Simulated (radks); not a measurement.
Effect of the nuclear size on neutral copper, [Ar] 3d10 4s1. All-electron calculation, Dirac Kohn-Sham, exchange-only LDA, spin-unpolarised, spherical densities, finite nucleus; Fermi nuclear charge, rms radius 3.8823 fm. Program: a radial shooting solver on a logarithmic mesh with Libxc functionals. The rms radius is varied about that value; shifts are against it.

rms radius (fm)  total energy shift (eV)  density at nucleus (e/bohr^3)  1s1/2 shift (meV)  2s1/2 shift (meV)  2p1/2 shift (meV)  3s1/2 shift (meV)
3.366                            -0.0484                      2.224e+04              -20.6              -1.95              0.165             -0.289
3.6998                           -0.0179                      2.213e+04              -7.60             -0.718              0.061             -0.107
3.8823                                 0                      2.208e+04              0.000              0.000              0.000              0.000
4.0104                            0.0130                      2.204e+04               5.54              0.524             -0.044              0.078
4.8141                             0.104                      2.183e+04               44.2               4.17             -0.353              0.620

Slopes of the eigenvalues against <r^2> in GHz/fm^2, as finite differences over the two radii next to the reference (eigenvalue slopes, not the field-shift constants of lines): 1s1/2 1330, 2s1/2 125, 2p1/2 -10.6, 3s1/2 18.6.
